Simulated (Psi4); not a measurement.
C7H15S (SMILES C[C](C)SC(C)(C)C), doublet, geometry from GFN2-xTB, with bond 15-6 at 1.3 times its length; TPSS/STO-3G in Psi4.

The Psi4 input:
```
memory 2 GB

molecule {
0 2
  C     2.53931107    1.23454430   -0.36407275
  C     1.58833213    0.14022730   -0.03151812
  C     1.99857434   -1.26684443   -0.29454751
  S     0.19736028    0.53680713    0.88264592
  C    -1.31331415   -0.14833590   -0.04348136
  C    -1.19778917    0.26936125   -1.49895296
  C    -1.40670294   -1.65735711    0.10896702
  C    -2.49076052    0.53498104    0.63736467
  H     2.11068103    2.20261739   -0.11921912
  H     2.78066924    1.21537122   -1.43071290
  H     3.48301943    1.12487421    0.17881211
  H     3.08135614   -1.36291779   -0.19711890
  H     1.74079591   -1.58560538   -1.31077506
  H     1.52427942   -1.95145380    0.40525969
  H    -2.33145175   -0.17686703   -2.22065371
  H    -1.13801334    1.35256992   -1.58042535
  H    -0.30718246   -0.15828216   -1.95442703
  H    -1.32576456   -1.94058082    1.15635471
  H    -2.36901801   -2.00439566   -0.26661464
  H    -0.62387297   -2.15932212   -0.45245735
  H    -3.42372128    0.23445199    0.16315982
  H    -2.53043025    0.26199482    1.68942820
  H    -2.39662999    1.61619635    0.56795422
}

set basis sto-3g
set reference uks
set d_convergence 1e-8

energy('tpss')
print_variables()
```

The log (banner, timings and long lists left out):

```
   => Loading Basis Set <=

    Name: STO-3G
    Role: ORBITAL
    Keyword: BASIS

         ---------------------------------------------------------
                                   SCF
               by Justin Turney, Rob Parrish, Andy Simmonett
                          and Daniel G. A. Smith
                              UKS Reference
         ---------------------------------------------------------

  ==> Geometry <==

    Molecular point group: c1
    Full point group: C1

    Geometry (in Angstrom), charge = 0, multiplicity = 2:

       Center              X                  Y                   Z               Mass
    ------------   -----------------  -----------------  -----------------  -----------------
         C            2.530286375558     1.211015812591    -0.401998450492    12.000000000000
         C            1.579307435558     0.116698812591    -0.069443820492    12.000000000000
         C            1.989549645558    -1.290372917409    -0.332473210492    12.000000000000
         S            0.188335585558     0.513278642591     0.844720219508    31.972071174400
         C           -1.322338844442    -0.171864387409    -0.081407060492    12.000000000000
         C           -1.206813864442     0.245832762591    -1.536878660492    12.000000000000
         C           -1.415727634442    -1.680885597409     0.071041319508    12.000000000000
         C           -2.499785214442     0.511452552591     0.599438969508    12.000000000000
         H            2.101656335558     2.179088902591    -0.157144820492     1.007825032230
         H            2.771644545558     1.191842732591    -1.468638600492     1.007825032230
         H            3.473994735558     1.101345722591     0.140886409508     1.007825032230
         H            3.072331445558    -1.386446277409    -0.235044600492     1.007825032230
         H            1.731771215558    -1.609133867409    -1.348700760492     1.007825032230
         H            1.515254725558    -1.974982287409     0.367333989508     1.007825032230
         H           -2.340476444442    -0.200395517409    -2.258579410492     1.007825032230
         H           -1.147038034442     1.329041432591    -1.618351050492     1.007825032230
         H           -0.316207154442    -0.181810647409    -1.992352730492     1.007825032230
         H           -1.334789254442    -1.964109307409     1.118429009508     1.007825032230
         H           -2.378042704442    -2.027924147409    -0.304540340492     1.007825032230
         H           -0.632897664442    -2.182850607409    -0.490383050492     1.007825032230
         H           -3.432745974442     0.210923502591     0.125234119508     1.007825032230
         H           -2.539454944442     0.238466332591     1.651502499508     1.007825032230
         H           -2.405654684442     1.592667862591     0.530028519508     1.007825032230

  Running in c1 symmetry.

  Rotational constants: A =      0.08723  B =      0.03745  C =      0.03418 [cm^-1]
  Rotational constants: A =   2615.20057  B =   1122.63007  C =   1024.70747 [MHz]
  Nuclear repulsion =  484.856105341181831

  Charge       = 0
  Multiplicity = 2
  Electrons    = 73
  Nalpha       = 37
  Nbeta        = 36

  ==> Algorithm <==

  SCF Algorithm Type is DF.
  DIIS enabled.
  MOM disabled.
  Fractional occupation disabled.
  Guess Type is SAD.
  Energy threshold   = 1.00e-06
  Density threshold  = 1.00e-08
  Integral threshold = 1.00e-12

  ==> Primary Basis <==

  Basis Set: STO-3G
    Blend: STO-3G
    Number of shells: 41
    Number of basis functions: 59
    Number of Cartesian functions: 59
    Spherical Harmonics?: true
    Max angular momentum: 1

  ==> DFT Potential <==

   => LibXC <=

    Version 7.1.2
    S. Lehtola, C. Steigemann, M. J. T. Oliveira, and M. A. L. Marques,  SoftwareX 7, 1–5 (2018) (10.1016/j.softx.2017.11.002)

   => Composite Functional: TPSS <=

    TPSS Meta-GGA XC Functional

    J. Tao, et al., Phys. Rev. Lett., 91, 146401, 2003

    Deriv               =              1
    GGA                 =           TRUE
    Meta                =           TRUE

    Exchange Hybrid     =          FALSE
    MP2 Hybrid          =          FALSE

   => Exchange Functionals <=

    1.0000   XC_MGGA_X_TPSS

   => Correlation Functionals <=

    1.0000   XC_MGGA_C_TPSS

   => LibXC Density Thresholds  <==

    XC_MGGA_C_TPSS:  1.00E-15
    XC_MGGA_X_TPSS:  1.00E-15

   => Molecular Quadrature <=

    Radial Scheme          =       TREUTLER
    Pruning Scheme         =           NONE
    Nuclear Scheme         =       TREUTLER

    Blocking Scheme        =         OCTREE
    BS radius alpha        =              1
    Pruning alpha          =              1
    Radial Points          =             75
    Spherical Points       =            302
    Total Points           =         478618
    Total Blocks           =           3481
    Max Points             =            256
    Max Functions          =             55
    Weights Tolerance      =       1.00E-15

   => Loading Basis Set <=

    Name: (STO-3G AUX)
    Role: JKFIT
    Keyword: DF_BASIS_SCF

  ==> Integral Setup <==

  SCF_SUBTYPE=INCORE selected. In-core MEM_DF algorithm will be used.
  Using in-core AOs.

  ==> MemDFJK: Density-Fitted J/K Matrices <==

    J tasked:                   Yes
    K tasked:                    No
    wK tasked:                   No
    Algorithm:                 Core
    Schwarz Cutoff:           1E-12
    Mask sparsity (%):       2.4706
    Fitting Condition:        1E-10

   => Auxiliary Basis Set <=

  Basis Set: (STO-3G AUX)
    Blend: DEF2-UNIVERSAL-JKFIT
    Number of shells: 303
    Number of basis functions: 923
    Number of Cartesian functions: 1078
    Spherical Harmonics?: true
    Max angular momentum: 4

  Minimum eigenvalue in the overlap matrix is 2.0488125166E-01.
  Reciprocal condition number of the overlap matrix is 8.0092631909E-02.
    Using symmetric orthogonalization.

  ==> Pre-Iterations <==

  SCF Guess: Superposition of Atomic Densities via on-the-fly atomic UHF (no occupation information).

   -------------------------
    Irrep   Nso     Nmo
   -------------------------
     A         59      59
   -------------------------
    Total      59      59
   -------------------------

  ==> Iterations <==

                           Total Energy        Delta E     RMS |[F,P]|

   @DF-UKS iter SAD:  -662.16604921766270   -6.62166e+02   0.00000e+00
   @DF-UKS iter   1:  -666.28953518122330   -4.12349e+00   2.54267e-03 ADIIS/DIIS
   @DF-UKS iter   2:  -666.27120177855659    1.83334e-02   3.87289e-03 ADIIS/DIIS
   @DF-UKS iter   3:  -666.30830543942886   -3.71037e-02   5.00609e-04 ADIIS/DIIS
   @DF-UKS iter   4:  -666.30896039743232   -6.54958e-04   2.21156e-04 ADIIS/DIIS
   @DF-UKS iter   5:  -666.30909103264082   -1.30635e-04   8.28180e-05 DIIS
   @DF-UKS iter   6:  -666.30910946754045   -1.84349e-05   2.75194e-05 DIIS
   @DF-UKS iter   7:  -666.30911171733715   -2.24980e-06   1.01996e-05 DIIS
   @DF-UKS iter   8:  -666.30911197141791   -2.54081e-07   4.93401e-06 DIIS
   @DF-UKS iter   9:  -666.30911203538153   -6.39636e-08   1.09755e-06 DIIS
   @DF-UKS iter  10:  -666.30911204007100   -4.68947e-09   3.26901e-07 DIIS
   @DF-UKS iter  11:  -666.30911204046936   -3.98359e-10   1.36677e-07 DIIS
   @DF-UKS iter  12:  -666.30911204052722   -5.78666e-11   3.51586e-08 DIIS
   @DF-UKS iter  13:  -666.30911204053268   -5.45697e-12   1.41500e-08 DIIS
   @DF-UKS iter  14:  -666.30911204053507   -2.38742e-12   7.44963e-09 DIIS
  Energy and wave function converged.

  ==> Post-Iterations <==

   Electrons on quadrature grid:
      Nalpha   =   36.9999824583 ; deviation = -1.754e-05
      Nbeta    =   35.9999830305 ; deviation = -1.697e-05
      Ntotal   =   72.9999654889 ; deviation = -3.451e-05

   @Spin Contamination Metric:   5.045162678E-03
   @S^2 Expected:                7.500000000E-01
   @S^2 Observed:                7.550451627E-01
   @S   Expected:                5.000000000E-01
   @S   Observed:                5.000000000E-01

    Orbital Energies [Eh]
    ---------------------

    Alpha Occupied:

[...]
      37A     -0.038131

    Alpha Virtual:

[...]
      59A      0.541110

    Beta Occupied:

[...]
    Beta Virtual:

[...]
    Final Occupation by Irrep:
              A
    DOCC [    36 ]
    SOCC [     1 ]
    NA   [    37 ]
    NB   [    36 ]

  @DF-UKS Final Energy:  -666.30911204053507

   => Energetics <=

    Nuclear Repulsion Energy =            484.8561053411818307
    One-Electron Energy =               -1877.1229436378816899
    Two-Electron Energy =                 795.5082400676985799
    DFT Exchange-Correlation Energy =     -69.5505138115337047
    Empirical Dispersion Energy =           0.0000000000000000
    VV10 Nonlocal Energy =                  0.0000000000000000
    Total Energy =                       -666.3091120405350694

  UHF NO Occupations:
  HONO-2 :   35  A 1.9991268
  HONO-1 :   36  A 1.9990105
  HONO-0 :   37  A 1.0000000
  LUNO+0 :   38  A 0.0009895
  LUNO+1 :   39  A 0.0008732
  LUNO+2 :   40  A 0.0002467
  LUNO+3 :   41  A 0.0002087

Computation Completed

Properties will be evaluated at   0.000000,   0.000000,   0.000000 [a0]

Properties computed using the SCF density matrix

 Multipole Moments:

 ------------------------------------------------------------------------------------
     Multipole            Electronic (a.u.)      Nuclear  (a.u.)        Total (a.u.)
 ------------------------------------------------------------------------------------

 L = 1.  Multiply by 2.5417464519 to convert [e a0] to [Debye]
 Dipole X            :          1.6225462           -1.7393362           -0.1167901
 Dipole Y            :          3.2899941           -3.4403516           -0.1503575
 Dipole Z            :          5.4092178           -5.5465782           -0.1373604
 Magnitude           :                                                    0.2347662

 ------------------------------------------------------------------------------------

  Variable Map:
  ----------------------------------------------------------------------------
[...]
  Array Variable Map:
  ----------------------------------------------------------------------------
[...]
[...]
```
